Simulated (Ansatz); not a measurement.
**Reading a saddle point**

A first-order saddle point of Si4H13ClO, singlet, PBE0-D4/def2-TZVP, with one imaginary mode of 1098i cm⁻¹:

```tsv
atom	x (Å)	y (Å)	z (Å)
Si1	-0.6757	-0.0384	-0.3644
Si2	1.3882	0.8397	-1.4058
Si3	-1.8758	0.7051	1.5012
Si4	-0.6984	-2.2291	-1.1574
H5	-1.2285	0.8738	-1.4452
H6	1.3419	0.2547	1.7858
Cl7	0.9437	-1.5292	1.4377
H8	0.7935	0.8882	0.2991
O9	1.3346	1.2519	1.5440
H10	1.0595	0.1214	-2.6592
H11	1.3180	2.3091	-1.5981
H12	2.7239	0.4308	-0.9117
H13	-3.2467	0.1548	1.3147
H14	-1.3147	0.2655	2.7948
H15	-1.9502	2.1885	1.4306
H16	-1.5537	-2.2608	-2.3821
H17	-1.2854	-3.1242	-0.1353
H18	0.6728	-2.6412	-1.5392
H19	2.2532	1.5395	1.4904
```

Ansatz 0.2.0; basis: def2-TZVPP and def2-QZVPP; cores frozen in the correlated methods. Extrapolation: Hartree–Fock as exp(−7.88 √X), correlation as X^−2.97.

Question: Which contacts change along the imaginary mode, and what lies on either side? (Judge from chemistry; the calculation decides.)

Answer: The calculation gives: The step is Si₄H₁₀ ([SiH3][SiH]([SiH3])[SiH3]) + HCl + H₂O → Si₃H₇Cl ([SiH3][SiH]([SiH3])[Cl]) + SiH₄ + H₂O, with the molecules in contact on both sides. Shortening one way: Si1–Cl7, Si2–H8, H6–O9; lengthening the same way: Si1–Si2, H6–Cl7, H8–O9.
```json
{"pair": "Si1–Cl7", "one side (Å)": "3.92", "saddle (Å)": "2.84", "other side (Å)": "2.09"}
{"pair": "Si2–H8", "one side (Å)": "3.98", "saddle (Å)": "1.81", "other side (Å)": "1.49"}
{"pair": "H6–O9", "one side (Å)": "1.78", "saddle (Å)": "1.03", "other side (Å)": "0.96"}
{"pair": "Si1–Si2", "one side (Å)": "2.34", "saddle (Å)": "2.47", "other side (Å)": "4.33"}
{"pair": "H6–Cl7", "one side (Å)": "1.31", "saddle (Å)": "1.86", "other side (Å)": "2.65"}
{"pair": "H8–O9", "one side (Å)": "0.96", "saddle (Å)": "1.41", "other side (Å)": "3.07"}
```

Question: Which side is lower, and how far does the saddle lie above each? (To be estimated.)

Answer: The calculation gives: The side with Si1–Cl7, Si2–H8, H6–O9 short is lower by 15.17 kcal/mol; the saddle lies 59.63 kcal/mol above it and 44.45 kcal/mol above the other (CCSD(T) at an estimated basis limit (MP2 extrapolated from triple and quadruple zeta, plus CCSD(T) − MP2 in triple zeta); electronic energies).

T1 diagnostic: at most 0.014.

Labels in which every atom is bracketed show which atoms are joined, not bond orders.

For scale, one of the runs: CCSD(T)/def2-TZVPP, 423 basis functions, launched by `ansatz run in.yaml --threads 4 --pin off --events-out ev --progress --plain --max-ram 46080MiB --backend cuda --devices 0, --max-vram 37GiB`. Time: 33 s of wall clock on 4 CPU threads of an AMD EPYC 7R13 and a share of one NVIDIA H100; the host was shared. Peak host memory: 1.1 GiB.
